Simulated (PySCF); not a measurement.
PySCF 2.14 output of an unrestricted B97-3 calculation on a single atom or ion in x2c-TZVPPall with one added diffuse shell each of s, p, d, f type (12s8p8d5f2g, 129 functions), with scalar relativity by spin-free X2C-1e:

```
SCF conv_tol = 1e-09
number electrons alpha = 34  beta = 27
    T. W. Keal and D. J. Tozer.,  J. Chem. Phys. 123, 121103 (2005)
cycle= 1 E= -10019.3249243041  delta_E= -0.0341  |g|= 0.124  |ddm|= 0.562
cycle= 2 E= -10019.3246016959  delta_E= 0.000323  |g|= 0.204  |ddm|= 0.908
cycle= 3 E= -10019.315470516  delta_E= 0.00913  |g|= 0.0302  |ddm|= 0.398
cycle= 4 E= -10019.3131554819  delta_E= 0.00232  |g|= 0.00942  |ddm|= 0.239
cycle= 5 E= -10019.3247216279  delta_E= -0.0116  |g|= 0.0364  |ddm|= 0.459
cycle= 6 E= -10019.3134891663  delta_E= 0.0112  |g|= 0.00564  |ddm|= 0.49
cycle= 7 E= -10019.3132158508  delta_E= 0.000273  |g|= 0.00222  |ddm|= 0.0703
cycle= 8 E= -10019.314208164  delta_E= -0.000992  |g|= 0.0104  |ddm|= 0.129
cycle= 9 E= -10019.313234176  delta_E= 0.000974  |g|= 0.00133  |ddm|= 0.138
cycle= 10 E= -10019.3132293588  delta_E= 4.82e-06  |g|= 0.000821  |ddm|= 0.00515
cycle= 11 E= -10019.3132244248  delta_E= 4.93e-06  |g|= 0.000139  |ddm|= 0.0107
cycle= 12 E= -10019.3132242785  delta_E= 1.46e-07  |g|= 2.93e-05  |ddm|= 0.00174
cycle= 13 E= -10019.3132243809  delta_E= -1.02e-07  |g|= 0.000102  |ddm|= 0.00113
cycle= 14 E= -10019.313224281  delta_E= 9.99e-08  |g|= 1.63e-05  |ddm|= 0.00148
cycle= 15 E= -10019.3132242784  delta_E= 2.64e-09  |g|= 4.44e-07  |ddm|= 0.000209
cycle= 16 E= -10019.3132242785  delta_E= -1.13e-10  |g|= 3.25e-06  |ddm|= 4.22e-05
converged SCF energy = -10019.3132242785  <S^2> = 15.752901  2S+1 = 8.0007251
```

The run itself started from symmetry-adapted Hartree-Fock orbitals and held the occupation by maximum overlap, on a logarithmic radial grid, so the iterations belong to that start.

Q: Which element, charge and spin multiplicity is this?

A: Pm (promethium, neutral), multiplicity 8; the state was [Xe] 4f5 5d2, one real determinant (an excited configuration).

⟨L²⟩ = 36.22 against 72 for a pure L term, so this real determinant mixes terms. Spin-orbit coupling, absent here, splits the open shell strongly.
